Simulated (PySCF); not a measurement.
**Excited states of Zn(2+) (zinc, charge +2)**

Ground state [Ar] 3d10, ¹S. Calculation: PySCF 2.14, in aug-cc-pVQZ-PP with ECP10MDF (7s7p6d4f3g2h, 135 functions); a scalar-relativistic core potential. Vertical excitation energies in eV without spin-orbit coupling; excited terms of each kind are numbered among those the solver found. Frozen: 3s2 3p6.

| term | leading excitation | EOM-EE-CCSD |
| --- | --- | --- |
| 1 3D | 3d → s | 9.811 |
| 1 1D | 3d → s | 10.334 |
| 1 3P° | 3d → p | 17.190 |
| 1 3F° | 3d → p | 17.516 |
| 1 1F° | 3d → p | 17.760 |
| 1 1D° | 3d → p | 18.079 |
| 1 3D° | 3d → p | 18.096 |
| 1 1P° | 3d → p | 18.323 |
| 2 3D | 3d → s | 26.900 |
| 1 1G | 3d → d | 26.984 |
| 2 1D | 3d → s | 27.037 |

The solver can miss terms. Rydberg members are limited by the diffuse functions of the basis.
